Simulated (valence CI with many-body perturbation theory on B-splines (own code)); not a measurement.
**E1 transitions of Tm XXXVII**

Method: relativistic CI+MBPT: five valence electrons over a frozen Dirac-Fock core [Ar] 3d10, a basis of 11 s, 11 p, 10 d, 8 f, 5 g, 2 h functions for each j, with the one-electron correlation potential Σ1 (screened to all orders), the two-electron term Σ2, the three-electron term Σ3, Breit, model QED; selected single and double excitations, second order for the rest, scaled by the run's own slope (own B-spline code, finite nucleus).

The last digits are not significant, and no measured levels were compared; by estimate large intervals hold to a few tenths of a per cent, small ones and those within an open d or f shell to about a per cent. Among the levels kept, up to 2100 cm⁻¹ of a level comes from second order outside the variational space, and about a tenth of that is noise between levels of different J, which matters for small intervals.

Lines 1 to 50 of 565 in falling wavelength, among levels below 440.43 eV, chosen from the strongest by gf and those to the six lowest levels. Wavelengths and rates use the calculated energies. Electric multipoles are in the length gauge with retardation, E1 and E2 with the static RPA response of the core. Weak lines are less certain than strong ones. Lines between different terms over intervals too small for the method are left out, as are lines whose strength nearly cancels. Where a level lies close to another of its J and parity, the split of strength between their lines is uncertain. The highest levels of a list are the least certain.

Levels are named by their leading jj configuration (3d3/2^4 stands for four electrons in 3d with j = 3/2), which in mixed levels can hold well under half, so a name can repeat and another be missing. Letters in brackets count levels of one name in rising energy.

```
λ vac (Å)                               Upper                               Lower   A (s⁻¹)  S (a.u.)
    420.0          (4s 4p1/2^2 4p3/2^2) J=3/2                (4s^2 4p3/2^3) J=3/2  1.92e+07  2.81e-03
    193.5  (4s^2 4p1/2 4p3/2 4d3/2) J=5/2 [a]                (4s^2 4p3/2^3) J=3/2  6.90e+07  1.48e-03
    192.6  (4s^2 4p1/2 4p3/2 4d3/2) J=1/2 [a]                (4s^2 4p3/2^3) J=3/2  1.28e+08  9.00e-04
    182.0      (4s 4p1/2^2 4p3/2 4d3/2) J=7/2  (4s^2 4p1/2 4p3/2 4d3/2) J=5/2 [b]  3.52e+09  8.37e-02
    181.3      (4s 4p1/2 4p3/2^2 4d3/2) J=9/2          (4s^2 4p3/2^2 4d5/2) J=7/2  2.35e+09  6.92e-02
    174.7          (4s^2 4p1/2^2 4d3/2) J=3/2          (4s^2 4p1/2 4p3/2^2) J=5/2  6.46e+08  6.80e-03
    173.5        (4s 4p1/2 4p3/2^3) J=3/2 [a]                (4s^2 4p3/2^3) J=3/2  8.78e+08  9.04e-03
    169.7      (4s 4p1/2^2 4d3/2 4d5/2) J=9/2  (4s 4p1/2 4p3/2^2 4d5/2) J=7/2 [b]  4.50e+09  1.09e-01
    163.4          (4s^2 4p1/2^2 4d3/2) J=3/2          (4s^2 4p1/2 4p3/2^2) J=3/2  1.01e+08  8.69e-04
    161.3  (4s 4p1/2^2 4p3/2 4d5/2) J=7/2 [a]  (4s^2 4p1/2 4p3/2 4d5/2) J=7/2 [b]  3.87e+09  6.42e-02
    161.2  (4s^2 4p1/2 4p3/2 4d5/2) J=5/2 [a]                (4s^2 4p3/2^3) J=3/2  3.35e+09  4.16e-02
    160.9      (4s 4p1/2^2 4p3/2 4d5/2) J=9/2      (4s^2 4p1/2 4p3/2 4d5/2) J=9/2  4.91e+09  1.01e-01
    160.0          (4s 4p1/2^2 4p3/2^2) J=5/2          (4s^2 4p1/2 4p3/2^2) J=5/2  4.43e+09  5.37e-02
    159.8  (4s 4p1/2 4p3/2^2 4d5/2) J=9/2 [b]          (4s^2 4p3/2^2 4d3/2) J=7/2  2.89e+09  5.83e-02
    158.8  (4s 4p1/2 4p3/2^2 4d3/2) J=7/2 [c]          (4s^2 4p3/2^2 4d3/2) J=7/2  3.67e+09  5.80e-02
    156.2          (4s 4p1/2^2 4d3/2^2) J=3/2          (4s^2 4p1/2 4d3/2^2) J=5/2  7.36e+09  5.55e-02
    155.2     (4s 4p1/2 4p3/2^2 4d5/2) J=11/2          (4s^2 4p3/2^2 4d5/2) J=9/2  8.71e+09  1.93e-01
    154.7  (4s 4p1/2 4p3/2^2 4d5/2) J=9/2 [b]          (4s^2 4p3/2^2 4d5/2) J=7/2  3.06e+09  5.58e-02
    153.3      (4s 4p1/2^2 4p3/2 4d3/2) J=7/2      (4s^2 4p1/2 4p3/2 4d3/2) J=7/2  5.95e+09  8.47e-02
    153.2       (4p1/2^2 4p3/2^2 4d3/2) J=7/2  (4s 4p1/2 4p3/2^2 4d3/2) J=7/2 [c]  7.31e+09  1.04e-01
    152.7  (4s 4p1/2 4p3/2^2 4d3/2) J=7/2 [b]          (4s^2 4p3/2^2 4d3/2) J=5/2  3.56e+09  5.01e-02
    151.6  (4s^2 4p1/2 4p3/2 4d3/2) J=5/2 [b]                (4s^2 4p3/2^3) J=3/2  3.31e+08  3.42e-03
    151.2      (4s 4p1/2^2 4d3/2 4d5/2) J=5/2      (4s^2 4p1/2 4d3/2 4d5/2) J=5/2  5.31e+09  5.44e-02
    150.5  (4s^2 4p1/2 4p3/2 4d3/2) J=1/2 [b]                (4s^2 4p3/2^3) J=3/2  2.28e+09  7.68e-03
    150.5          (4s 4p1/2^2 4p3/2^2) J=5/2          (4s^2 4p1/2 4p3/2^2) J=3/2  7.07e+09  7.14e-02
    150.4      (4s 4p1/2^2 4p3/2 4d5/2) J=9/2  (4s^2 4p1/2 4p3/2 4d5/2) J=7/2 [a]  1.03e+10  1.74e-01
    150.2  (4s^2 4p1/2 4p3/2 4d3/2) J=3/2 [b]                (4s^2 4p3/2^3) J=3/2  3.20e+08  2.14e-03
    149.6          (4s 4p1/2^2 4d3/2^2) J=5/2          (4s^2 4p1/2 4d3/2^2) J=5/2  6.52e+09  6.46e-02
    149.2      (4s 4p1/2^2 4d3/2 4d5/2) J=9/2      (4s^2 4p1/2 4d3/2 4d5/2) J=9/2  6.11e+09  1.00e-01
    149.0  (4s 4p1/2^2 4p3/2 4d3/2) J=5/2 [a]  (4s^2 4p1/2 4p3/2 4d3/2) J=5/2 [a]  6.68e+09  6.55e-02
    142.3  (4s 4p1/2 4p3/2^2 4d5/2) J=7/2 [b]          (4s^2 4p3/2^2 4d5/2) J=9/2  4.16e+09  4.74e-02
    141.5          (4s 4p1/2^2 4p3/2^2) J=1/2          (4s^2 4p1/2 4p3/2^2) J=1/2  1.96e+10  5.49e-02
    139.5             (4p1/2^2 4p3/2^3) J=3/2        (4s 4p1/2 4p3/2^3) J=3/2 [b]  8.88e+09  4.77e-02
    139.4  (4s 4p1/2 4p3/2^2 4d5/2) J=7/2 [g]      (4s^2 4p3/2^2 4d5/2) J=5/2 [b]  5.64e+09  6.03e-02
    139.0  (4s^2 4p1/2 4p3/2 4d5/2) J=3/2 [a]                (4s^2 4p3/2^3) J=3/2  5.09e+08  2.70e-03
    137.7  (4s 4p1/2 4p3/2^2 4d5/2) J=5/2 [f]      (4s^2 4p3/2^2 4d5/2) J=5/2 [a]  7.73e+09  5.97e-02
    136.9  (4s 4p1/2 4p3/2^2 4d5/2) J=7/2 [f]      (4s^2 4p3/2^2 4d5/2) J=5/2 [a]  5.02e+09  5.08e-02
    136.7  (4s 4p1/2^2 4p3/2 4d5/2) J=3/2 [a]  (4s^2 4p1/2 4p3/2 4d5/2) J=5/2 [a]  2.13e+10  1.07e-01
    136.2  (4s 4p1/2^2 4p3/2 4d5/2) J=5/2 [a]  (4s^2 4p1/2 4p3/2 4d5/2) J=5/2 [a]  6.01e+09  4.50e-02
    134.5  (4s^2 4p1/2 4p3/2 4d5/2) J=1/2 [a]                (4s^2 4p3/2^3) J=3/2  5.61e+09  1.35e-02
    134.4  (4s 4p1/2^2 4p3/2 4d3/2) J=5/2 [b]      (4s^2 4p1/2 4p3/2 4d3/2) J=7/2  1.29e+10  9.29e-02
    133.0       (4p1/2^2 4p3/2^2 4d3/2) J=7/2      (4s 4p1/2 4p3/2^2 4d3/2) J=9/2  2.09e+10  1.94e-01
    132.5  (4s^2 4p1/2 4p3/2 4d5/2) J=5/2 [b]                (4s^2 4p3/2^3) J=3/2  4.55e+09  3.13e-02
    132.1  (4s 4p1/2^2 4p3/2 4d3/2) J=3/2 [b]  (4s^2 4p1/2 4p3/2 4d3/2) J=5/2 [a]  1.14e+10  5.18e-02
    132.0  (4s 4p1/2^2 4p3/2 4d5/2) J=7/2 [b]      (4s^2 4p1/2 4p3/2 4d5/2) J=9/2  1.85e+10  1.68e-01
    131.9          (4s^2 4p1/2^2 4d5/2) J=5/2          (4s^2 4p1/2 4p3/2^2) J=5/2  1.68e+09  1.14e-02
    130.7  (4s 4p1/2^2 4p3/2 4d5/2) J=5/2 [b]  (4s^2 4p1/2 4p3/2 4d5/2) J=7/2 [b]  1.48e+10  9.80e-02
    128.8      (4s 4p1/2^2 4d3/2 4d5/2) J=5/2  (4s 4p1/2 4p3/2^2 4d3/2) J=7/2 [a]  1.00e+10  6.36e-02
    128.8          (4s 4p1/2^2 4p3/2^2) J=3/2          (4s^2 4p1/2 4p3/2^2) J=5/2  2.18e+10  9.20e-02
    128.6  (4s 4p1/2 4p3/2^2 4d5/2) J=5/2 [h]      (4s^2 4p3/2^2 4d5/2) J=5/2 [b]  9.16e+09  5.77e-02
```
